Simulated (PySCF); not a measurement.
C4H9SSi2 (doublet state).
Numbering: `[CH3:1][SiH:2][C:3]#[C:4][SiH2:5][S:6][CH3:7]` (hydrogens: H8, H9, H10 on C1; H11 on Si2; H12, H13 on Si5; H14, H15, H16 on C7)

Cartesian coordinates in Å at the GFN2-xTB level; atoms count from 1:
```
atom  x, y, z in Å
C1    -2.8797   -1.5623    0.6964
Si2   -2.1750   -0.0988    1.6643
C3    -0.6280    0.6345    1.1037
C4     0.3340    1.2636    0.6735
Si5    1.8153    2.0693   -0.0433
S6     2.0572    1.2510   -2.0297
C7     2.0784   -0.5236   -1.6379
H8    -2.7311   -1.4323   -0.3722
H9    -2.3943   -2.4926    0.9879
H10   -3.9466   -1.6784    0.8733
H11   -2.4775   -0.0517    3.0855
H12    3.0193    1.7307    0.7206
H13    1.6734    3.4965   -0.2935
H14    1.1767   -0.7810   -1.0898
H15    2.9607   -0.7592   -1.0497
H16    2.1096   -1.0568   -2.5824
```

The hyperfine couplings belong to this conformer and change with its torsions.

Method used: PySCF, UKS B3LYP, pcH-1 on C H S Si, non-relativistic, mean-field spin-orbit, GIAO. Geometry: GFN2-xTB, one conformer, isolated molecule. A GFN2-xTB geometry isn't a minimum of the functional, and hyperfine couplings can be far from their values at a DFT geometry, by a factor of two or more for some ions and for spin on atoms past the first row. The SCF solution wasn't tested for stability.

Question: What is the g tensor, term by term?

Answer: 
| Δg (ppm) | 1 | 2 | 3 |
| --- | --- | --- | --- |
| relativistic mass correction | -129 | -129 | -129 |
| gauge correction | 5 | 51 | 50 |
| orbital Zeeman/spin–orbit | -78 | 1232 | 1746 |
| total | -203 | 1154 | 1666 |

So g = 2.00212, 2.00347, 2.00399 and g_iso = 2.00319; the tensor is rhombic: the two nearest values differ by 27 % of g3 − g1. Axes: g3 points within 7° of the C4–Si5 bond.

Question: Average each term over the three axes. Which is largest in size?

Answer: The orbital-Zeeman/spin–orbit term 966, the mass correction -129 and the gauge correction 35 ppm, for a total of 872 ppm. The orbital-Zeeman/spin–orbit term is the largest in size. The mass correction is the same along every axis, so the anisotropy comes from the other two: their spans along these axes are 47 (gauge) and 1824 ppm (orbital Zeeman/spin–orbit).

Question: What are the electron Larmor frequencies g μB B/h along the three axes at 330 mT?

Answer: 9.2473, 9.2536, 9.2559 GHz for g1, g2 and g3, a range of 8.6 MHz.

Question: At 9.336 GHz, how far is the centre of the isotropic spectrum from where a free electron (g = 2.002319) resonates?

Answer: B = hν/(g μB) with μB/h = 13.99624 MHz/mT gives 333.13 mT for the free electron and 332.99 mT at g_iso, 0.15 mT lower.

Question: In a frozen sample, at which fields do the three g values resonate at 9.5, 34, 94 and 263 GHz (hyperfine left aside), and which band first spreads them over more than twice a line width of 1.0 mT?

Answer: 
```json
{"band": "X", "GHz": "9.5", "B(g3) mT": "338.70", "B(g2) mT": "338.79", "B(g1) mT": "339.02", "spread mT": "0.32"}
{"band": "Q", "GHz": "34.0", "B(g3) mT": "1212.20", "B(g2) mT": "1212.51", "B(g1) mT": "1213.33", "spread mT": "1.13"}
{"band": "W", "GHz": "94.0", "B(g3) mT": "3351.37", "B(g2) mT": "3352.22", "B(g1) mT": "3354.49", "spread mT": "3.13"}
{"band": "J", "GHz": "263.0", "B(g3) mT": "9376.69", "B(g2) mT": "9379.09", "B(g1) mT": "9385.44", "spread mT": "8.75"}
```

The spread grows in proportion to the frequency. W band is the first where it exceeds 2.0 mT.

The largest Mulliken spin populations are on Si2 (+0.91), C4 (+0.27) and C3 (-0.16). The positive populations add up to 1.22 and the negative ones to -0.22, together 2S = 1. The angles at Si2 add up to 353.0°, so it is slightly pyramidal.

The HOMO–LUMO gaps are 3.96 eV among the α and 3.90 eV among the β orbitals.
